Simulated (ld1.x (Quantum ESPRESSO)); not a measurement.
Building the TM potential for fluorine (PBE, non-relativistic).

ld1.x (Quantum ESPRESSO) 7.5 input, shortened:

```
&input
   title='F', zed=9., rel=0, dft='PBE', iswitch=3,
   config='[He] 2s2 2p5 3d-2'
 /
 &inputp
   pseudotype=2, tm=.true., lloc=0,
   nlcc=.false.
 /
3
2P  2  1   5.00   0.00  1.55  1.55  0.0
3D  3  2  -2.00   0.40  1.45  1.45  0.0
2S  1  0   2.00   0.00  0.60  0.60  0.0
 &test
   configts(1)='2s2 2p5'
 /
```

All-electron outer shells of the reference configuration (PBE, non-relativistic, ld1.x):

```tsv
shell	level (eV)	outermost node (bohr)	outermost maximum (bohr)
2s	-29.82	0.24	0.76
2p	-11.12	–	0.71
```

Calculated quality:

| Quantity | Value |
| --- | --- |
| Cutoffs needed | 180 Ry and 260 Ry (the cutoffs (Ry, on a coarse ladder) from which the occupation-weighted sum of valence levels, in a spherical-Bessel basis at the reference potential, stays within 10 and 1 mRy of its value at 400 Ry) |
| Ghost test | no extra level below or beside the all-electron valence levels (p, d, s, f tested) (spherical-Bessel basis up to 400 Ry, 20 bohr box) |
| Largest excitation error | +3190 meV (all-electron minus pseudo) for 2s2 2p1, out of 7 test configurations |

Generation and tests took about 1.1 s on one core of a shared server CPU.
